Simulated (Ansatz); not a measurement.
H$_{8}$O$_{2}$Si$_{3}$, SMILES `[SiH3]O[SiH2]O[SiH3]`, 13 atoms. The species carries charge 0 and has multiplicity 1. All runs use 4 threads of an Arm Neoverse V1 on a shared host. Correlated methods freeze the cores.

Problem. Give the basis size and wall time and peak host memory of each of these runs in Ansatz. RKS PBE0-D4/def2-SVP energy; direct RPA on PBE orbitals/def2-TZVPP energy; RKS r2SCAN-D4/def2-TZVPP energy and forces; RKS PBE0-D4/def2-TZVP relaxation (15 steps); RKS r2SCANh-D4/def2-TZVPP energy; RKS PBE-D4/def2-TZVPP energy and forces; RHF-CCSD(T)/def2-TZVPP energy; RKS ωB97M-V/def2-SVP energy; RHF-MP2/def2-QZVPP energy; RHF-CCSD(T)/def2-SVP energy; RKS PBE0-D4/def2-QZVPP energy; RKS PBE0-D4/def2-TZVP frequencies. (Estimate.)

Solution. Ansatz gave: Other jobs shared the machine, so times are rough.

| level | job | functions | wall time | peak host memory (GiB) |
| --- | --- | --- | --- | --- |
| RKS PBE0-D4/def2-SVP | energy | 122 | 1.7 s | 0.26 |
| RKS PBE-D4/def2-TZVPP | energy and forces | 300 | 4.2 s | 0.47 |
| RKS ωB97M-V/def2-SVP | energy | 122 | 7 s | 0.42 |
| direct RPA on PBE orbitals/def2-TZVPP | energy | 300 | 8 s | 0.79 |
| RKS r2SCAN-D4/def2-TZVPP | energy and forces | 300 | 8 s | 0.5 |
| RHF-CCSD(T)/def2-SVP | energy | 122 | 8.5 s | 0.61 |
| RKS r2SCANh-D4/def2-TZVPP | energy | 300 | 9 s | 0.97 |
| RKS PBE0-D4/def2-QZVPP | energy | 564 | 16 s | 2.7 |
| RHF-MP2/def2-QZVPP | energy | 564 | 39 s | 4.1 |
| RKS PBE0-D4/def2-TZVP | relaxation (15 steps) | 221 | 77 s | 0.68 |
| RKS PBE0-D4/def2-TZVP | frequencies | 221 | 4.2 min | 0.71 |
| RHF-CCSD(T)/def2-TZVPP | energy | 300 | 6 min | 9.2 |
